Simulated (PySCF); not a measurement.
iodine monochloride (ClI), singlet, geometry from GFN2-xTB (core potentials on I); PySCF with M062X/def2-SVP, TDA.

Here is a job for PySCF.
```python
from pyscf import gto, scf, dft, tdscf

mol = gto.M(
    atom='''
Cl   -0.00000000   -0.00000000   -1.74625423
I     0.00000000    0.00000000    0.56011928
''',
    basis='def2-svp',
    ecp={'I': 'def2-svp'},
    verbose=4,
)

mf = dft.RKS(mol)
mf.xc = 'm062x'
mf.kernel()
td = mf.TDA()
td.nstates = 5
td.kernel()
td.analyze(verbose=3)
```

Q: What does PySCF print? Leave out banner, timings and long lists.

A: 
```
PySCF version 2.14.0

[INPUT] verbose = 4
[INPUT] num. atoms = 2
[INPUT] num. electrons = 42
[INPUT] charge = 0
[INPUT] spin (= nelec alpha-beta = 2S) = 0
[INPUT] symmetry False subgroup None
[INPUT] Mole.unit = angstrom
[INPUT] Symbol           X                Y                Z      unit          X                Y                Z       unit  Magmom
[INPUT]  1 Cl     0.000000000000   0.000000000000  -1.746254230000 AA    0.000000000000   0.000000000000  -3.299942238563 Bohr   0.0
[INPUT]  2 I      0.000000000000   0.000000000000   0.560119280000 AA    0.000000000000   0.000000000000   1.058472036289 Bohr   0.0

nuclear repulsion = 97.5125293738741
number of shells = 18
number of NR pGTOs = 97
number of NR cGTOs = 44
basis = def2-svp
ecp = {'I': 'def2-svp'}

******** <class 'pyscf.dft.rks.RKS'> ********
method = RKS
initial guess = minao
damping factor = 0
level_shift factor = 0
DIIS = <class 'pyscf.scf.diis.CDIIS'>
diis_start_cycle = 1
diis_space = 8
diis_damp = 0
SCF conv_tol = 1e-09
SCF conv_tol_grad = None
SCF max_cycles = 50
direct_scf = True
direct_scf_tol = 1e-13
XC library pyscf.dft.libxc version 7.1.2
    S. Lehtola, C. Steigemann, M. J. T. Oliveira, and M. A. L. Marques,  SoftwareX 7, 1–5 (2018)
XC functionals = m062x
    Y. Zhao and D. G. Truhlar,  Theor. Chem. Acc. 120, 215 (2008)
    Y. Zhao and D. G. Truhlar,  Theor. Chem. Acc. 120, 215 (2008)
radial grids:
    Treutler-Ahlrichs [JCP 102, 346 (1995); DOI:10.1063/1.469408] (M4) radial grids

becke partition: Becke, JCP 88, 2547 (1988); DOI:10.1063/1.454033
pruning grids: <function nwchem_prune>
grids dens level: 3
symmetrized grids: False
atomic radii adjust function: <function treutler_atomic_radii_adjust>
small_rho_cutoff = 0
Set gradient conv threshold to 3.16228e-05
Initial guess from minao.
tot grids = 40840
init E= -726.497187204667
  HOMO = -0.790367697511845  LUMO = -0.75500962337368  gap/eV = 0.96214
cycle= 1 E= -756.037174698633  delta_E= -29.5  |g|= 2.77  |ddm|= 7.93
  HOMO = 0.0309159845817004  LUMO = 0.0926348106033927  gap/eV = 1.67945
cycle= 2 E= -756.542890237969  delta_E= -0.506  |g|= 2.19  |ddm|= 6.52
  HOMO = -0.291706345891187  LUMO = -0.0866508793983272  gap/eV = 5.57984
cycle= 3 E= -757.630556786188  delta_E= -1.09  |g|= 0.235  |ddm|= 2.94
  HOMO = -0.329298584240858  LUMO = -0.104443031350769  gap/eV = 6.11863
cycle= 4 E= -757.643817036076  delta_E= -0.0133  |g|= 0.132  |ddm|= 0.477
  HOMO = -0.326990103258295  LUMO = -0.0856663694045778  gap/eV = 6.56675
cycle= 5 E= -757.648994499018  delta_E= -0.00518  |g|= 0.0122  |ddm|= 0.174
  HOMO = -0.327152251733022  LUMO = -0.085546528906896  gap/eV = 6.57443
cycle= 6 E= -757.649039120444  delta_E= -4.46e-05  |g|= 0.00426  |ddm|= 0.0142
  HOMO = -0.326854895740294  LUMO = -0.0851173499158762  gap/eV = 6.57801
cycle= 7 E= -757.649045100985  delta_E= -5.98e-06  |g|= 0.000525  |ddm|= 0.00609
  HOMO = -0.326925282851658  LUMO = -0.0851515243134102  gap/eV = 6.57900
cycle= 8 E= -757.649045182368  delta_E= -8.14e-08  |g|= 8.57e-05  |ddm|= 0.000868
  HOMO = -0.326925502581492  LUMO = -0.0851505098606111  gap/eV = 6.57903
cycle= 9 E= -757.649045185126  delta_E= -2.76e-09  |g|= 1.23e-05  |ddm|= 0.000132
  HOMO = -0.326922381144647  LUMO = -0.085147242239259  gap/eV = 6.57904
cycle= 10 E= -757.649045185184  delta_E= -5.8e-11  |g|= 2.09e-06  |ddm|= 2.07e-05
  HOMO = -0.326922861240544  LUMO = -0.0851474488478345  gap/eV = 6.57904
Extra cycle  E= -757.649045185186  delta_E= -2.05e-12  |g|= 1.18e-06  |ddm|= 5.4e-06
converged SCF energy = -757.649045185186

******** <class 'pyscf.tdscf.rks.TDA'> for <class 'pyscf.dft.rks.RKS'> ********
nstates = 5 singlet
deg_eia_thresh = 1.000e-03
wfnsym = None
conv_tol = 1e-05
eigh lindep = 1e-12
eigh level_shift = 0
eigh max_cycle = 100

Excitation energies (eV)
[2.87549942 2.87549942 5.40308344 5.40308344 9.08692402]

** Singlet excitation energies and oscillator strengths **
Excited State   1:      2.87550 eV    431.17 nm  f=0.0001
Excited State   2:      2.87550 eV    431.17 nm  f=0.0001
Excited State   3:      5.40308 eV    229.47 nm  f=0.0017
Excited State   4:      5.40308 eV    229.47 nm  f=0.0017
Excited State   5:      9.08692 eV    136.44 nm  f=1.3075
```
